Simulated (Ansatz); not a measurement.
Job for Ansatz (a program for electronic structure): R-r2SCAN/def2-TZVPP on SiCl4 (SMILES Cl[Si](Cl)(Cl)Cl).

Ansatz 0.2 input:
```yaml
crystal:
  periodic: [false, false, false]
  atoms:
    - {symbol: Si, position_ang: [-0.00001552, -0.00000524, 0.00000583]}
    - {symbol: Cl, position_ang: [1.78312267, 0.96715029, -0.26883051]}
    - {symbol: Cl, position_ang: [-0.04835419, -1.67891726, -1.16882420]}
    - {symbol: Cl, position_ang: [-0.19800433, -0.53166874, 1.96606354]}
    - {symbol: Cl, position_ang: [-1.53684864, 1.24344095, -0.52841466]}
basis:
  gaussian:
    orbitals: def2-TZVPP
hamiltonian:
  xc: {name: r2SCAN}
scf: {lower_state_search: off}
```

What total energy does the run end on?

-2130.4310 hartree.

How many basis functions does it have, and what does it roughly cost on one machine?

210 functions; about 7 core-seconds (a rough figure).
